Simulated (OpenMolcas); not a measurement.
Co2+ (d7) in a complex was computed by CASSCF with the d shell active (OpenMolcas, ANO-RCC-VTZP on the metal). Its lowest spin-free states, and all those of the highest spin:

```
2S+1  Degeneracy  E (cm-1)
   4           3       0.0
   4           3      2999
   4           1      6632
   2           2     17437
   2           3     19205
   2           3     19544
   4           3     20429
   2           1     21182
   2           3     24714
   2           3     25944
   2           3     26090
   2           2     27329
```

Q: Is the site octahedral, tetrahedral or cube-like, axial, or of lower symmetry?

A: The states with 2S+1 = 4 have orbital degeneracies 3, 3, 1, 3. Threefold states need a cubic site. For d7 at this spin an octahedron puts the threefold T1 below the threefold T2 and a tetrahedron or cube puts the single A2 below the threefold T2, so the site is octahedral. The run had Co2+ with 6 ligands (chloride) in octahedral coordination (Oh) at 2.5 Å. A charge of +0.667 e stands 2.6 Å behind each ligand. Ligand basis ANO-RCC-VDZP.

An orbital triplet at a regular site is open to Jahn-Teller coupling, which can distort the site and quench the lowest spin-orbit gaps and is left out. Without dynamic correlation the repulsion within the d shell is too large (B by tens of per cent), so at a given field states of lower spin stand too high. Ligand-to-metal charge-transfer states are missing. With no ligand orbital active B as a rule stays too high, so bands that hang on it stand too high and its fall with covalency is understated. With metal d orbitals alone and no dynamic correlation the field as a rule comes out too small, by tens of per cent, by up to half for chloride and softer ligands, and with too little covalency χT stands high. No measured value stands beside these numbers; the geometry was imposed, not optimised, and the real ion may take another.
